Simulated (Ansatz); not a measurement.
Program: Ansatz. Geometries: PBE0-D4/def2-TZVP. ΔE: electronic, gas phase. CCSD(T)/CBS adds triple-zeta CCSD(T) − MP2 to the extrapolated MP2 energy (def2 sets, frozen cores). Functionals use def2-TZVPP. B3LYP here is the variant with VWN-RPA as its local correlation; programs differ in this. One conformer a species, not always the lowest.

Reaction (cleavage of the Si–Si bond): `O[SiH](O)[Si](F)(Cl)Cl` + `N[SiH2]F` → `F[SiH2]N[Si](F)(Cl)Cl` + `O[SiH2]O`

```tsv
level	ΔE (kJ/mol)	difference from CCSD(T)/CBS
PBE0-D4	-76.1	15.6
B3LYP-D4	-82.5	9.2
ωB97X-V	-86.5	5.2
B2PLYP	-90.4	1.3
PBE	-65.9	25.8
PBE0	-76.1	15.6
MP2/def2-TZVPP	-101.2	-9.5
HF/def2-QZVPP	-105.7	-14.0
MP2/CBS(def2)	-97.7	-6.0
CCSD/CBS(def2)	-93.2	-1.5
CCSD(T)/CBS	-91.7	0
```

Largest T1 diagnostic among the species: 0.012.

From PBE to PBE0 (25 % exact exchange), in def2-TZVPP and without D4, ΔE moves by −10.2 kJ/mol. In def2-TZVPP, CCSD(T) changes the Hartree–Fock value by +9.5 kJ/mol (the triples alone add +1.5 kJ/mol) and MP2 by +3.5 kJ/mol.
